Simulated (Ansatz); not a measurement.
`[F][SnH2][C](F)(F)F` → `[F][SnH2][F]` + `F[C]F` at 400 K and 1 bar (difluorocarbene loss).

Program: Ansatz. Geometries: PBE0-D4/def2-TZVP. ΔE: electronic, gas phase. CCSD(T)/CBS adds triple-zeta CCSD(T) − MP2 to the extrapolated MP2 energy (def2 sets, frozen cores). This one scheme is used for every species. def2 core potentials past Kr. For Sn outer-core shells are correlated without core-valence functions, which leaves a few kJ/mol of doubt a bond.

```tsv
species	CCSD(T)/CBS energy (Eh)	H − E (kJ/mol)	S (J/(mol·K))
`[F][SnH2][C](F)(F)F`	-652.45213	111.4	414.9
`[F][SnH2][F]`	-414.86106	67.8	313.3
`F[C]F`	-237.54028	33.0	252.5
```

H − E and S are ideal-gas, rigid-rotor, harmonic terms from PBE0-D4/def2-TZVP. 1 Eh = 2625.50 kJ/mol, R = 8.31446 J/(mol·K).

Q: By hand: ΔE, ΔH, ΔS and ΔG.

A: ΔE = (-414.86106) + (-237.54028) − (-652.45213) = 0.05079 Eh = 133.3 kJ/mol. Δ(H − E) = 67.8 + 33.0 − 111.4 = -10.6, so ΔH = 122.7 kJ/mol. ΔS = 313.3 + 252.5 − 414.9 = 150.9 J/(mol·K). ΔG = 122.7 − 400 × (150.9)/1000 = 62.3 kJ/mol.

Q: By hand: the equilibrium constant, and the temperature at which ΔG would vanish if ΔH and ΔS stayed fixed.

A: log₁₀ K = −ΔG/(RT ln 10) = -8.1. ΔG = 0 at ΔH/ΔS = 813 K.

The number of gas molecules changes by +1, which sets the sign of ΔS. A doubt of 5 kJ/mol in ΔE shifts log₁₀ K by 0.7 here. Modes under 60 cm⁻¹, often nearly free rotors, make the harmonic entropy too high. These are equilibria of isolated gas molecules and say nothing of rates. Largest T1 diagnostic: 0.017 (customary marks: 0.02 for closed shells, 0.045 for open ones).
